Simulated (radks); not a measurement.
Ni0.5+, 27.5 electrons, occupied as [Ar] 3d8 4p1.5 (fractional occupations, a model configuration). Calculated with a radial shooting solver on a logarithmic mesh with Libxc functionals: scalar-relativistic Kohn-Sham, PBE, spin-unpolarised, spherical densities, finite nucleus; Fermi nuclear charge, rms radius 3.7757 fm. Some entries of the table are withheld. Estimate them.

orbital,occ.,eigenvalue (hartree),<1/r> (bohr^-1)
1s,2,-302.0471,28.09
2s,2,-36.32921,6.071
2p,6,-31.28988,5.957
3s,2,-4.33709,1.917
3p,6,-2.87966,1.769
3d,8,-0.57789,1.374
4p,1.5,(1),(2)

Answer. 
(1) 4p eigenvalue (hartree): -0.20037
(2) 4p <1/r> (bohr^-1): 0.3726
